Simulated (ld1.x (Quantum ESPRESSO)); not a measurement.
**What the settings do to the PAW potential of Te (Z = 52)**

Base potential:

tellurium, PAW, made with ld1.x (Quantum ESPRESSO) 7.5 (PBE, scalar-relativistic). Core [Kr], reference 4d10 5s2 5p2 (charge +2). Waves: 5s (bound): rcut 1.35, rcutus 1.85 bohr; 5s channel at -1.25 Ry: rcut 1.35, rcutus 1.85 bohr; 5p (bound): rcut 1.65, rcutus 2.00 bohr; 5p channel at 1.35 Ry: rcut 1.65, rcutus 2.00 bohr; 4d (bound): rcut 0.80, rcutus 0.95 bohr; 4d channel at -3.6 Ry: rcut 0.80, rcutus 0.95 bohr. Local part: all-electron potential smoothed inside 0.75 bohr (lloc = -1). Core correction: Bessel-smoothed model core inside 0.85 bohr. Augmentation charge: PSQ, inside the norm-conserving radii.

Cutoffs, loose and tight: the cutoffs (Ry, on a coarse ladder) from which the occupation-weighted sum of valence levels, in a spherical-Bessel basis at the reference potential, stays within 10 and 1 mRy of its value at 400 Ry. They do not see the model core or the augmentation charge, which bear on the density cutoff. Test errors are all-electron minus pseudo excitation energies from the reference, over the configurations 4d10 5s2 5p4; 4d10 5s2 5p3; 4d10 5s2 5p1; 4d10 5s0 5p6; 4d10 5s2 5p3.5; 4d10 5s2 5p0; 4d10 5s2 5p4.3. A dash means not determined; rows that change the core or the reference have their own tests.

A true bound ghost makes a file unfit for plane-wave use even where its test errors are small: the radial tests pick states by their node count and pass the ghost by.

Cutoffs are not given where the Bessel-basis levels miss the radial ones by over 6 mRy, ghosts where they miss by over 20 mRy; a channel whose overlap is not positive is not tested.

A file whose overlap is not positive is unfit for use, and its test errors describe a broken file.

| change | outcome | cutoff, loose | cutoff, tight | bound ghosts | largest test error (meV) |
| --- | --- | --- | --- | --- | --- |
| base | generated | 140 Ry | 230 Ry | s, p | -22 |
| all radii but the core radius scaled by about 0.76 (s 1.40, p 1.52, d 0.72 bohr, rcut 1.02/1.26/0.60); local potential all-electron potential smoothed inside 0.56 bohr (lloc = -1) | failed: new_paw_hamiltonian: negative rho | – | – | – | – |
| all radii but the core radius scaled by about 0.84 (s 1.56, p 1.68, d 0.80 bohr, rcut 1.14/1.40/0.68); local potential all-electron potential smoothed inside 0.64 bohr (lloc = -1) | failed: run_pseudo: Errors in PS-KS equation | – | – | – | – |
| all radii but the core radius scaled by about 0.91 (s 1.68, p 1.82, d 0.86 bohr, rcut 1.22/1.50/0.72); local potential all-electron potential smoothed inside 0.68 bohr (lloc = -1) | generated | 160 Ry | 300 Ry | s, p | -20 |
| all radii but the core radius scaled by about 1.05 (s 1.94, p 2.10, d 1.00 bohr, rcut 1.42/1.72/0.84); local potential all-electron potential smoothed inside 0.78 bohr (lloc = -1) | generated, overlap not positive | – | – | p (s not tested, overlap not positive) | -22 |
| all radii but the core radius scaled by about 1.08 (s 2.00, p 2.16, d 1.04 bohr, rcut 1.46/1.78/0.86); local potential all-electron potential smoothed inside 0.82 bohr (lloc = -1) | generated, overlap not positive | – | – | p (s not tested, overlap not positive) | -22 |
| all radii but the core radius scaled by about 1.16 (s 2.14, p 2.32, d 1.10 bohr, rcut 1.56/1.92/0.92); local potential all-electron potential smoothed inside 0.86 bohr (lloc = -1) | generated, overlap not positive | – | – | p (s not tested, overlap not positive) | -22 |
| all radii but the core radius scaled by about 1.25 (s 2.32, p 2.50, d 1.20 bohr, rcut 1.70/2.06/1.00); local potential all-electron potential smoothed inside 0.94 bohr (lloc = -1) | generated, overlap not positive | – | – | p (s not tested, overlap not positive) | -22 |
| all radii but the core radius scaled by about 1.32 (s 2.44, p 2.64, d 1.26 bohr, rcut 1.78/2.18/1.06); local potential all-electron potential smoothed inside 1.00 bohr (lloc = -1) | generated, overlap not positive | – | – | p (s not tested, overlap not positive) | -23 |
| all radii but the core radius scaled by about 1.37 (s 2.54, p 2.74, d 1.30 bohr, rcut 1.84/2.26/1.10); local potential all-electron potential smoothed inside 1.02 bohr (lloc = -1) | failed: find_q: problem finding q | – | – | – | – |

Reading the sweep of the scale of all radii but the core radius (base = 1) (base included, trends over the rows without a ghost): Bound ghosts are found at 0.91, 1, 1.05, 1.08, 1.16, 1.25, 1.32. Every judged row has one, so this setting neither creates nor removes them. The generation fails at 0.76, 0.84, 1.37.
